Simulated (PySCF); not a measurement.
Predicted microwave data (PySCF 2.14.0, PBE0-D3(BJ)/def2-SVP geometry optimisation, gas phase) for one isomer of C2H11OPSi2:

```
Rotational constants : A = 2575, B = 1060, C = 789.8 MHz
Dipole components    : |μa| = 0.53 D, |μb| = 0.52 D, |μc| = 0.41 D
Inertial defect      : -33.12 u·Å²
κ                    : -0.70
```

Question: Which structure is it? (One computed conformer of each.)
A. `[CH3:1][O:2][SiH2:3][PH:4][SiH2:5][CH3:6]` with C1–O2–Si3–P4 -57°, O2–Si3–P4–Si5 168°, Si3–P4–Si5–C6 44°
B. `[CH3:1][CH2:2][O:3][SiH2:4][PH:5][SiH3:6]` with C1–C2–O3–Si4 -94°, C2–O3–Si4–P5 157°, O3–Si4–P5–Si6 -31°
C. `[CH3:1][CH2:2][O:3][Si@H:4]([SiH3:5])[PH2:6]` with C1–C2–O3–Si4 -169°, C2–O3–Si4–Si5 180°, O3–Si4–P6–H -178° and 87°
D. `[CH3:1][O:2][C@@H:3]([SiH3:4])[SiH2:5][PH2:6]` with C1–O2–C3–Si4 88°, O2–C3–Si5–P6 50°, C3–Si5–P6–H -171° and -77°

Answer: D. It is CO[C@@H]([SiH3])[SiH2]P, an asymmetric top, point group C1. The candidates at the same level (rigid rotor, commonest isotopes):

| SMILES | A (MHz) | B (MHz) | C (MHz) | μa (D) | μb (D) | μc (D) | Δ (u·Å²) | point group | rotor |
| --- | --- | --- | --- | --- | --- | --- | --- | --- | --- |
| CCO[SiH2]P[SiH3] | 2511 | 1114 | 837.6 | 1.89 | 0.16 | 0.18 | -51.64 | C1 | asymmetric top |
| CO[SiH2]P[SiH2]C | 3693 | 861.2 | 757.0 | 0.59 | 0.58 | 0.20 | -56.04 | C1 | near-prolate asymmetric top |
| CO[C@@H]([SiH3])[SiH2]P | 2575 | 1060 | 789.8 | 0.53 | 0.52 | 0.41 | -33.12 | C1 | asymmetric top |
| CCO[Si@H]([SiH3])P | 1897 | 1099 | 760.2 | 0.27 | 0.09 | 0.29 | -61.39 | C1 | asymmetric top |

`CO[SiH2]P[SiH2]C` has A 43 % too high; `CCO[Si@H]([SiH3])P` has A 26 % too low; `CCO[SiH2]P[SiH3]` has C 6 % too high. No structure here is proved a minimum.
